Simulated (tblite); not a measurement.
Compound: C5H12N2Si2.
Geometry (GFN2-xTB, Å), atoms numbered from 1 in this order:
```xyz
21
C5H12N2Si2 angstrom
C      2.8963    1.7704    1.2664
C      2.4380    0.8752    0.6175
C      1.8274   -0.2108   -0.1166
C      0.5772   -0.7417    0.6208
C     -0.0840   -1.8614   -0.1904
Si    -1.1602   -1.0804   -1.5702
Si    -1.3326    0.9190   -0.4309
N     -2.7595    1.5224    0.3325
N     -0.3882    0.3054    0.8765
H      3.3195    2.5572    1.8158
H      2.5546   -1.0186   -0.2378
H      1.5290    0.1448   -1.1069
H      0.9079   -1.1377    1.5932
H     -0.7292   -2.4311    0.4802
H      0.6782   -2.5504   -0.5528
H     -2.3202   -1.9536   -1.8043
H     -0.3948   -1.0835   -2.8285
H     -0.8149    2.1150   -1.1221
H     -3.2412    0.9248    0.9843
H     -3.4251    2.0193   -0.2341
H     -0.0873    0.9327    1.6069
```

Method: GFN2-xTB as coded in tblite; computed harmonic values from a numerical Hessian at the method's own geometry, unscaled. Against measured fundamentals such values can be off by several per cent, at times by over 20. Modes of hydrogen on silicon can be 10 to 20 % off. One conformer, not necessarily the lowest.

Harmonic wavenumbers (cm⁻¹): 45.3, 70.4, 117.2, 142.5, 147.0, 197.0, 220.7, 272.9, 301.2, 340.2, 360.2, 393.0, 451.5, 482.1, 524.4, 529.5, 534.4, 581.5, 601.5, 636.2, 641.5, 662.5, 702.4, 718.4, 759.7, 795.6, 810.4, 841.3, 892.3, 922.9, 977.8, 1004.7, 1033.7, 1117.8, 1157.3, 1171.9, 1200.3, 1273.3, 1292.7, 1323.4, 1347.2, 1439.8, 1480.2, 1526.3, 2111.7, 2161.8, 2182.7, 2293.2, 2859.8, 2945.6, 2957.6, 2973.7, 2991.8, 3398.0, 3449.4, 3482.8, 3526.7.

A = 1627, B = 893.7, C = 665.5 MHz; mass 156.054 u (most abundant isotopes); point group C1, symmetry number 1.

Problem. What is the zero-point energy?

Solution. Half the sum of the wavenumbers: 34688 cm⁻¹ = 414.97 kJ/mol.

Problem. What is S at 200 K and 1 bar for an ideal gas of classical rigid rotors and harmonic oscillators?

Solution. Translation 163.54, rotation 121.32, vibration 93.82: S = 378.7 J/(mol K).

Problem. And Cp and H(200 K) − H(0)?

Solution. Cp = 146.86 J/(mol K), of which vibrations give 113.61 (their classical limit is 57 R = 473.9); H(200 K) − H(0) = 17.31 kJ/mol without the zero-point energy, 10.66 from vibrations.

Problem. What must be added to the electronic energy to get the Gibbs energy at 200 K and 1 bar?

Solution. ZPE + [H(200 K) − H(0)] − T·S = 414.97 + 17.31 − 75.73 = 356.55 kJ/mol.

Problem. Which modes carry the vibrational entropy at 200 K?

Solution. 45.3 cm⁻¹: 17.67; 70.4 cm⁻¹: 14.06; 117.2 cm⁻¹: 9.98; 142.5 cm⁻¹: 8.46; 147.0 cm⁻¹: 8.23; 197.0 cm⁻¹: 6.08 J/(mol K); the other 51 give 29.34 together.

Hindered rotation and anharmonicity are outside this model. Other conformers, if any are populated, would add a mixing term that is left out. The structure is chiral; the term R ln 2 for an equal mix with its mirror image is left out.
